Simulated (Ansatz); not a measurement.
Program: Ansatz. Geometries: PBE0-D4/def2-TZVP. ΔE: electronic, gas phase. CCSD(T)/CBS adds triple-zeta CCSD(T) − MP2 to the extrapolated MP2 energy (def2 sets, frozen cores). This one scheme is used for every species. DFT in def2-TZVPP. HSE06 is defined as in plane-wave codes. Each species was taken in one conformer, which may not be the lowest.

Reaction (silylene formation by 1,1-elimination): `C[SiH](S)S` → H₂S + `C[Si]S`

```
             level  ΔE (kcal/mol)  difference from CCSD(T)/CBS
            PBE-D4           54.6                         -1.5
         r2SCAN-D4           59.0                          2.9
          HSE06-D4           58.0                          1.9
          PBE-QIDH           60.0                          3.9
            revPBE           49.0                         -7.1
              BLYP           45.6                        -10.5
             HSE06           56.0                         -0.1
RPA@PBE/def2-TZVPP           50.2                         -5.9
   CCSD/def2-TZVPP           54.1                         -2.0
    CCSD/CBS(def2)           55.8                         -0.3
       CCSD(T)/CBS           56.1                            0
```

Task: What do rigid-rotor, harmonic-oscillator terms from PBE0-D4/def2-TZVP frequencies (298.15 K, 1 bar) make of the CCSD(T)/CBS value? (An estimate is asked.)

Result: Computed: ΔZPE = -2.6 kcal/mol, ΔH = +54.4 kcal/mol, ΔS = 158 J/(mol·K), ΔG = +43.2 kcal/mol.

Largest T1 diagnostic among the species: 0.014.

In def2-TZVPP, CCSD(T) changes the Hartree–Fock value by +0.8 kcal/mol (the triples alone add +0.3 kcal/mol) and MP2 by +5.6 kcal/mol. From BLYP to BHLYP (50 % exact exchange), in def2-TZVPP and without D4, ΔE moves by +8.9 kcal/mol. Leaving LDA and LC-ωPBE aside and taking each functional with its dispersion term where it has one, the values, not all of them listed here, spread over 10.2 kcal/mol, from BLYP-D4 to r2SCAN0-D4. LDA lies +6.8 kcal/mol from PBE without D4.
